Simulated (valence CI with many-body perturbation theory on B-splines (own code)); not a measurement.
# Zr¹⁹⁺: calculated level list

Level of theory: valence CI with perturbative core correlation (CI+MBPT): three valence electrons over a frozen Dirac-Fock core [Ar], a basis of 9 s, 9 p, 10 d, 8 f, 5 g, 3 h, 1 i functions for each j, with the one-electron correlation potential Σ1, the two-electron term Σ2, the three-electron term Σ3, Breit, model QED; selected CI, second order for the rest (own B-spline code, finite nucleus).

No measured spectrum was set against this ion. As an estimate, terms of the open shell hold to 2 to 4 % of their energy, and close levels can change places. Core correlation moves these levels by up to 5900 cm⁻¹, and in measured spectra 5 to 20 % of such shifts remained as error; rates that hang on mixing are uncertain with them. Only levels of the ground parity were solved; by the run's estimate the other parity begins above the list, which can be wrong where configurations are misplaced.

Levels 1 to 19 of 19, with energies above the lowest level, 3d3 4F_3/2. "Leading %" is the weight of the configuration and term that name the level; weights of strongly mixed levels are sums over their largest components and can fall short. In the jj column 3d3/2^4 stands for four electrons in 3d with j = 3/2. Lifetimes count E1, E2, E3, M1 and M2 decay at the calculated energies, and are blank where another channel may lead or the interval is too uncertain; long ones can be off by a factor of two.

```csv
No.,Configuration,Term,J,E (eV),Leading %,Leading jj,Lifetime,g
1,3d3,4F,3/2,0.000,92,3d3/2^3 (59 %),,0.431
2,3d3,4F,5/2,1.513,97,3d3/2^2 3d5/2 (87 %),13.5 ms,1.031
3,3d3,4F,7/2,3.018,95,3d3/2 3d5/2^2 (61 %),13.8 ms,1.221
4,3d3,4F,9/2,4.350,85,3d3/2 3d5/2^2 (48 %),33.0 ms,1.295
5,3d3,4P,3/2,6.580,58,3d3/2^2 3d5/2 (70 %),4.32 ms,1.485
6,3d3,4P,1/2,7.135,81,3d3/2^2 3d5/2 (91 %),39.5 ms,2.294
7,3d3,2G,7/2,8.576,94,3d3/2 3d5/2^2 (56 %),1.89 ms,0.906
8,3d3,2H,9/2,9.008,48,3d3/2^2 3d5/2 (65 %),2.19 ms,1.037
9,3d3,4P,5/2,9.299,94,3d3/2 3d5/2^2 (65 %),6.47 ms,1.574
10,3d3,2D,3/2,10.566,51,3d3/2 3d5/2^2 (88 %),764 μs,1.157
11,3d3,2P,1/2,11.295,81,3d3/2 3d5/2^2 (91 %),2.06 ms,1.038
12,3d3,2H,11/2,12.316,100,3d3/2 3d5/2^2 (100 %),6.31 ms,1.089
13,3d3,2H,9/2,12.998,50,3d5/2^3 (61 %),1.32 ms,1.014
14,3d3,2D,5/2,13.001,93,3d3/2 3d5/2^2 (61 %),1.14 ms,1.210
15,3d3,2P,3/2,14.679,59,3d5/2^3 (86 %),829 μs,1.183
16,3d3,2F,7/2,17.177,98,3d3/2 3d5/2^2 (82 %),1.95 ms,1.136
17,3d3,2F,5/2,17.414,93,3d3/2 3d5/2^2 (48 %),2.52 ms,0.878
18,3d3,2D,5/2,25.976,93,3d5/2^3 (52 %),344 μs,1.183
19,3d3,2D,3/2,26.190,100,3d3/2 3d5/2^2 (86 %),,0.799
```

Names give the largest LS component (configuration and term), which can be under half, so a name can repeat, a term be missing and a line seem to break the LS rules; names also repeat where a configuration has a term twice.

The ionisation energy to 3d2 3F_2 of the next ion comes out as 803.62 eV (NIST: 803 ± 4 eV (theoretical)). All 19 levels together are meant to be complete up to 27.235 eV.
